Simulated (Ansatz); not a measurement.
Start from `FC(F)(F)Cl` and change one atom or group to get `FC(F)(Cl)Br`.

Ansatz, PBE0-D4/def2-TZVP geometries, multiplicity 1. 

Scalar relativity is left out up to krypton.

```json
{"property": "HOMO–LUMO gap (PBE/def2-TZVPP) / eV", "`FC(F)(F)Cl`": "7.39"}
{"property": "size of the dipole moment (PBE/def2-TZVPP) / D", "`FC(F)(F)Cl`": "0.25"}
{"property": "LUMO energy (ωB97M-V/def2-TZVPP) / eV", "`FC(F)(F)Cl`": "2.44"}
{"property": "LUMO energy (B3LYP/def2-TZVPP) / eV", "`FC(F)(F)Cl`": "-0.26"}
{"property": "HOMO energy (PBE0/def2-TZVPP) / eV", "`FC(F)(F)Cl`": "-10.05"}
{"property": "LUMO energy (PBE/def2-TZVPP) / eV", "`FC(F)(F)Cl`": "-1.06"}
```

Q: What does the change do to each property? (Best estimate.)

A: Computed: 
```
                                      property  `FC(F)(Cl)Br`  shift
           HOMO–LUMO gap (PBE/def2-TZVPP) / eV           5.15  -2.24
size of the dipole moment (PBE/def2-TZVPP) / D           0.30   0.05
         LUMO energy (ωB97M-V/def2-TZVPP) / eV           0.86  -1.58
           LUMO energy (B3LYP/def2-TZVPP) / eV          -1.63  -1.37
            HOMO energy (PBE0/def2-TZVPP) / eV          -8.87   1.18
             LUMO energy (PBE/def2-TZVPP) / eV          -2.33  -1.27
```

With PBE0 the HOMO rises by 1.18 eV and the LUMO falls by 1.44 eV, so the gap narrows by about 2.62 eV. PBE moves the HOMO by 0.97 eV and ωB97M-V by 1.28 eV. Dipoles are sizes alone; their direction can turn.

B3LYP here is the variant with VWN-RPA as its local correlation; programs differ in this.

Spin–orbit coupling is left out; it splits and shifts lone-pair levels of the heavy atoms by tenths of an eV.
